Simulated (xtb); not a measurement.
B(OH)2(OMe) (CH5BO3), SMILES OB(O)OC. All values are semi-empirical tight-binding results from xtb (GFN2-xTB unless named), good for trends rather than for accurate numbers. Coordinates come from a GFN2-xTB optimisation. The values are those of a single conformer.

Optimised geometry:

```xyz
10

B      0.0142     0.0340     0.5034
O     -0.1987    -0.5442     1.7191
H      0.0020    -0.0096     2.4860
O      0.4912     1.3124     0.3443
H      0.6720     1.8020     1.1446
O     -0.2790    -0.7288    -0.5679
C     -0.1081    -0.2864    -1.8971
H      0.7205    -0.8377    -2.3479
H     -1.0271    -0.5046    -2.4443
H      0.1027     0.7828    -1.9371
```

```yaml
orbital_gap: 8.26 eV
dipole_moment: 2.86 D
zero_point_energy: 45.5 kcal/mol
G − E(el) at 298.15 K (modified RRHO): 26.9 kcal/mol
static polarisability (D4 model): 43.2 bohr³
solvation energy, GFN2-xTB/ALPB(water): -10.3 kcal/mol
solvation energy, GFN2-xTB/ALPB(acetonitrile): -9.8 kcal/mol
```

Computed IR lines (harmonic; lines under 4 % of the strongest left out, lines within 3 cm⁻¹ merged):
ν (cm⁻¹): 458 (m), 572 (m), 916 (s), 938 (m), 1092 (w), 1241 (vs), 1336 (vs), 1410 (m), 2953 (w), 2971 (w), 2983 (w) (against the strongest line: vs over 80 %, s over 45 %, m over 15 %, w over 4 %, vw less)

Computed atomic charges and the Wiberg bond orders between heavy atoms:
charges (e) B1 0.55, O2 -0.49, H3 0.30, O4 -0.51, H5 0.30, O6 -0.34, C7 0.03, H8 0.05, H9 0.06, H10 0.05. Bond orders B1–O2 1.11, B1–O4 1.08, B1–O6 1.15, O6–C7 0.98.
